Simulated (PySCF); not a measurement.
Molecule: `Fc1csnc1S[SiH3]`, C3H4FNS2Si.

Bonds (- single, = double, # triple, : aromatic): F1-C2, C2:C3, C3:S4, S4:N5, N5:C6, C6-S7, S7-Si8, C6:C2. C3 carries H9; Si8 carries H10, H11, H12.

Frames of a GFN2-xTB Langevin trajectory at 300 K; GIAO PBE0/pcSseg-1 shieldings in PySCF 2.14, gas phase, non-relativistic; equivalent atoms averaged within each frame.

δ = σ(ref) − σ, references computed at the same level: ¹⁹F (170.95 ppm) vs CFCl3; ¹³C (186.93 ppm), ²⁹Si (349.16 ppm), ¹H (31.72 ppm) vs TMS; ³³S (503.73 ppm) vs CS2; ¹⁵N (267.73 ppm) vs NH3. The references are static minima.

Task: How do the shifts (ppm) fluctuate along the trajectory?

Result: 
```csv
time (fs),F1,C2,C6,C3,S4,S7,N5,Si8,H9,H10/H11/H12
250,-143.7,167.0,162.1,139.5,337,-76,293.1,-71.9,7.40,4.81
425,-138.2,165.2,161.4,121.1,297,-83,303.6,-58.8,7.55,5.30
625,-162.2,157.0,170.3,129.1,327,-44,334.3,-61.2,7.01,5.23
800,-136.3,169.7,154.6,139.8,334,-92,315.0,-57.8,8.91,5.85
1000,-155.0,161.4,169.7,140.5,370,-31,325.1,-49.0,8.58,4.98
mean of frames,-147.1,164.1,163.6,134.0,333,-65,314.2,-59.7,7.89,5.23
standard deviation,11.2,5.0,6.6,8.6,26,26,16.4,8.2,0.81,0.39
```

5 frames give an uncertainty of the mean of about the standard deviation over 2.2 at best, since frames this close in time may not be independent; classical motion lacks zero-point vibration, and the reference would need the same averaging.
